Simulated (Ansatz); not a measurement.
A nudged elastic band was laid between two geometries of F2H2OSi + H2S (9 atoms, charge 0, multiplicity 1).

Theory: RKS PBE0-D4/def2-SVP (Ansatz 0.2.0).

* movable images: 5
* climbing image: yes
* spring: 5.0 eV/Å²
* optimiser: quadratic models (default)
* start path: through a guess of the saddle point
* force threshold: 0.05 eV/Å
* iteration limit: 60
* end points: relaxed

First end point:

```xyz
9
Properties=species:S:1:pos:R:3
Si 0.396 -0.074 0.124
H 0.494 0.729 1.343
O 1.877 -0.167 -0.556
H 1.990 -0.651 -1.380
F -0.656 0.551 -0.931
F -0.167 -1.559 0.424
S -2.916 0.089 1.569
H -2.889 0.428 0.264
H -2.518 -1.171 1.297
```

Last end point:

```xyz
9
Properties=species:S:1:pos:R:3
Si -0.557 -0.098 -0.726
H 0.519 0.351 2.488
O 0.852 -0.412 0.038
H 0.963 -1.277 0.442
F -0.470 1.434 -1.181
F -0.723 -0.950 -2.080
S -2.215 -0.509 0.512
H -3.021 -0.760 -0.543
H 0.263 0.396 3.204
```

Task: What changes between the two ends?

Result: Bonds broken: Si1–H2, S7–H9. Bonds formed: Si1–S7, H2–H9. F2H2OSi + H2S becomes F2H2OSSi + H2.

Task: What energy profile does the band end with?

Result: It converged. The highest image is number 3 of 0 to 6, 2.13 eV above the first end and 2.33 eV above the last; the last end lies 0.20 eV below the first. Neighbouring images differ by up to 2.1 eV, so the band resolves the path poorly. A vibrational analysis at the climbing image gives 2 clearly imaginary modes (1055i, 112i cm⁻¹): a point of higher order, so a lower path passes nearby. The orbitals stay closed-shell, which can raise the energy where a bond breaks towards radicals; this wasn't checked here.

| image | path coordinate (Å) | energy (eV) | Si1–H2 (Å) | S7–H9 (Å) | Si1–S7 (Å) |
| --- | --- | --- | --- | --- | --- |
| 0 | 0.00 | 0.00 | 1.46 | 1.35 | 3.62 |
| 1 | 1.64 | 0.04 | 1.46 | 1.35 | 3.60 |
| 2 | 3.29 | 0.17 | 1.47 | 1.35 | 3.44 |
| 3 | 4.93 | 2.13 | 1.69 | 1.72 | 2.38 |
| 4 | 6.82 | 0.04 | 3.01 | 2.62 | 2.11 |
| 5 | 8.72 | -0.20 | 3.71 | 4.66 | 2.10 |
| 6 | 10.62 | -0.20 | 3.42 | 3.77 | 2.11 |

Task: What is the geometry of the highest image?

Result: 
```xyz
9
Properties=species:S:1:pos:R:3
Si -0.259 0.008 -0.127
H 0.013 0.022 1.545
O 1.385 -0.171 -0.266
H 1.675 -1.053 -0.521
F -0.399 1.515 -0.670
F -0.701 -1.363 -0.886
S -2.475 0.212 0.703
H -2.661 -1.120 0.846
H -0.967 0.125 1.532
```

Run time: 4 min on 2 threads of Arm Neoverse V2, with other jobs on the host, peak memory 0.23 GiB.
